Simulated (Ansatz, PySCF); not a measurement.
Dissociation curve of BCl, singlet.

Computed with: UCCSD(T) = CCSD(T) on UHF/cc-pVDZ, 6 core orbitals frozen run with PySCF; RHF/6-31G* = restricted Hartree-Fock/6-31G*, spherical d (PySCF 2.14.0); UMP2 = MP2 on UHF/cc-pVDZ, 6 core orbitals frozen run with PySCF; UKS-PBE = unrestricted PBE/cc-pVDZ (Ansatz, an electronic-structure program).

Energies are in eV, each relative to the lowest point of its own curve near equilibrium.

| R / Å | UCCSD(T) | RHF/6-31G* | UMP2 | UKS-PBE |
|---|---|---|---|---|
| 1.29 | 5.571 | 5.261 | 5.298 | 5.391 |
| 1.36 | 3.426 | 3.196 | 3.181 | 3.321 |
| 1.46 | 1.523 | 1.382 | 1.341 | 1.488 |
| 1.54 | 0.670 | 0.583 | 0.561 | 0.664 |
| 1.63 | 0.174 | 0.136 | 0.126 | 0.179 |
| 1.68 | 0.046 | 0.030 | 0.026 | 0.050 |
| 1.72 | 0.000 | 0.000 | 0.000 | 0.000 |
| 1.79 | 0.012 | 0.034 | 0.041 | 0.000 |
| 1.82 | 0.045 | 0.074 | 0.085 | 0.027 |
| 1.88 | 0.150 | 0.190 | 0.207 | 0.117 |
| 2.02 | 0.524 | 0.573 | 0.610 | 0.451 |
| 2.12 | 0.849 | 0.894 | 0.949 | 0.749 |
| 2.34 | 1.611 | 1.619 | 1.726 | 1.458 |
| 2.56 | 2.340 | 2.304 | 2.466 | 2.146 |
| 2.86 | 3.268 | 3.141 | 3.774 | 2.964 |
| 3.12 | 3.920 | 3.774 | 4.344 | 3.536 |
| 3.45 | 4.490 | 4.459 | 4.675 | 4.081 |
| 3.77 | 4.733 | 5.008 | 4.811 | 4.424 |
| 4.17 | 4.836 | 5.559 | 4.881 | 4.671 |
| 4.68 | 4.875 | 6.082 | 4.913 | 4.825 |
| 5.20 | 4.888 | 6.459 | 4.924 | 4.905 |
| 6.08 | 4.894 | 6.868 | 4.931 | 4.961 |
| 6.91 | 4.896 | 7.115 | 4.933 | 4.984 |

At the longest distance, 6.91 Å, RHF/6-31G* lies highest above its minimum (7.115 eV) and UCCSD(T) lowest (4.896 eV).

The unrestricted determinant behind UCCSD(T), UMP2 is spin-contaminated at 1.46 to 6.91 Å (<S²> up to 1.0, against 0.00 for a pure singlet). The restricted form behind RHF/6-31G* keeps the bonding electrons paired and can't separate into open-shell fragments. The unrestricted determinant behind UKS-PBE is spin-contaminated at 3.45 to 6.91 Å (<S²> up to 0.7, against 0.00 for a pure singlet).
